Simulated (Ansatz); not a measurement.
Ideal-gas functions of `[O]=[V]([F])([F])[Cl]` at 600 K and 1 bar, from an Ansatz frequency run at PBE0-D4/def2-TZVP.

Molar mass 140.39 g/mol, point group Cs (symmetry number 1), electronic degeneracy 1, moments of inertia 131.374, 219.749, 239.418 u Å². Harmonic wavenumbers (cm⁻¹, unscaled): 165, 190, 231, 287, 317, 501, 773, 824, 1168.

Use S(trans) = R[1.5 ln M + 2.5 ln T − 1.1517]; rotational temperatures θ = 24.2544 K / I; S(rot) = R[ln(√π/σ · √(T³/θAθBθC)) + 1.5]; for each mode x = 1.438777 ν̃/T, S = R[x/(eˣ − 1) − ln(1 − e⁻ˣ)] and H = RT x/(eˣ − 1); 1 cm⁻¹ = 0.0119627 kJ/mol; R = 8.31446 J/(mol·K).

Q: By hand: the entropy, in J/(mol·K).

A: Translation 185.1. Rotation: θ = 0.1846, 0.1104, 0.1013 K, giving 122.7. Vibration, mode by mode: 16.08, 14.92, 13.33, 11.58, 10.79, 7.27, 4.28, 3.88, 2.03, in all 84.2. Electronic 0.0. Sum 392.0 J/(mol·K).

Q: By hand: H − E and G − E in kJ/mol, counted from the electronic energy.

A: Zero-point energy ½ × 4456 × 0.0119627 = 26.7; thermal vibration 25.3; translation, rotation and pV give 4 RT = 20.0. H − E = 72.0 kJ/mol, and G − E = 72.0 − 600 × 392.0/1000 = -163.2 kJ/mol.

Vibration gives 21 % of the entropy.
